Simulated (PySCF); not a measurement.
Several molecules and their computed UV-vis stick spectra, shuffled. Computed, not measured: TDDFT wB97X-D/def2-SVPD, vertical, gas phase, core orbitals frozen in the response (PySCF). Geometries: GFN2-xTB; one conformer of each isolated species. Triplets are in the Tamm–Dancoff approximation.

A. `C[C@@H]1NC(=O)[Si@H]1N`
B. `F[Si]([SiH3])([SiH3])N[SiH3]`
C. `S(=O)(=O)(Cl)[C@@H](F)C(F)F`

Lowest singlet levels (six at most, fewer where fewer were computed) with oscillator strengths:

1. 4.89 eV (f 0.007); 5.44 eV (f 0.066); 6.51 eV (f 0.013); 6.88 eV (f 0.022); 6.94 eV (f 0.009); 7.14 eV (f 0.152); T1 4.47 eV
2. 6.09 eV (f 0.004); 6.73 eV (f 0.008); 6.93 eV (f 0.087); 7.02 eV (f 0.003); 7.91 eV (f 0.005); 8.11 eV (f 0.107); T1 5.45 eV
3. 4.55 eV (f 0.003); 6.07 eV (f 0.057); 6.40 eV (f 0.045); 6.63 eV (f 0.034); 6.94 eV (f 0.017); 7.07 eV (f 0.019); T1 4.00 eV

**Question.** Match each spectrum to its molecule.

**Answer.** 1 = B, 2 = C, 3 = A.
- A: S1 at 4.55 eV, HOMO→LUMO (78%), HOMO→LUMO+2 (11%); Löwdin shares by element: HOMO oxygen 46%, carbon 16% or more, silicon 11%, nitrogen 10% or more (atoms not listed hold the other 17%); LUMO silicon 24%, carbon 18% or more, oxygen 12%, nitrogen 11% or more (atoms not listed hold the other 35%); HOMO -8.32 and LUMO 1.37 eV.
- B: S1 at 4.89 eV, HOMO→LUMO (97%); Löwdin shares by element: HOMO silicon 38% or more, nitrogen 37% (atoms not listed hold the other 25%); LUMO silicon 59% or more, nitrogen 8% (atoms not listed hold the other 33%); HOMO -8.90 and LUMO 0.54 eV.
- C: S1 at 6.09 eV, HOMO→LUMO (96%); Löwdin shares by element: HOMO oxygen 52%, chlorine 44%; LUMO chlorine 45%, sulfur 26%, oxygen 16%; HOMO -11.58 and LUMO -0.30 eV.
